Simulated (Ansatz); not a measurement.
Reaction (atomization): `S[CH]1C=[CH][AlH]1` → Al• + 3 C• + 5 H• + S•

Gas-phase electronic energies from Ansatz, PBE0-D4/def2-TZVP geometries. CCSD(T)/CBS adds triple-zeta CCSD(T) − MP2 to the extrapolated MP2 energy (def2 sets, frozen cores). This one scheme is used for every species, atoms too. DFT in def2-TZVPP. B3LYP here is the variant with VWN-RPA as its local correlation; programs differ in this. No spin–orbit coupling; open shells (•) take unrestricted orbitals. Spin–orbit coupling would lower the free atoms: a little for Al, C, S. Each species was taken in one conformer, which may not be the lowest.

(1) What is ΔE at CCSD(T)/CBS? (Best estimate.)

(2) What do these levels give: PBE0-D4, B3LYP-D4, B2PLYP, r2SCAN, HF/def2-TZVPP, SCS-MP2/def2-TZVPP, CCSD/def2-TZVPP, CCSD(T)/def2-TZVPP, HF/def2-QZVPP, MP2/def2-QZVPP, SCS-MP2/def2-QZVPP, CCSD/CBS(def2)? (An estimate is asked.)

Largest T1 diagnostic among the species: 0.018.

Answers

(1) Ansatz gave: +883.8 kcal/mol.

(2) Ansatz gave: PBE0-D4 892.7, B3LYP-D4 881.4, B2PLYP 872.9, r2SCAN 888.8, HF/def2-TZVPP 638.8, SCS-MP2/def2-TZVPP 870.2, CCSD/def2-TZVPP 843.3, CCSD(T)/def2-TZVPP 859.7, HF/def2-QZVPP 639.9, MP2/def2-QZVPP 892.6, SCS-MP2/def2-QZVPP 886.0, CCSD/CBS(def2) 867.4 kcal/mol.

The D4 term adds +9.5 kcal/mol with B3LYP and +4.9 kcal/mol with PBE0; it sums over pairs of atoms, weighted by their polarisabilities, and B3LYP, whose exchange is more repulsive, gets the larger term. In def2-TZVPP, CCSD(T) changes the Hartree–Fock value by +220.9 kcal/mol (the triples alone add +16.4 kcal/mol) and MP2 by +239.6 kcal/mol; breaking electron pairs costs correlation energy, which Hartree–Fock lacks.

For atomizations the MP2-based limit and the directly extrapolated one differ by several kJ/mol either way, and by 10 to 25 for some Ge, Se and Sn compounds, so smaller differences from it don't rank the levels.
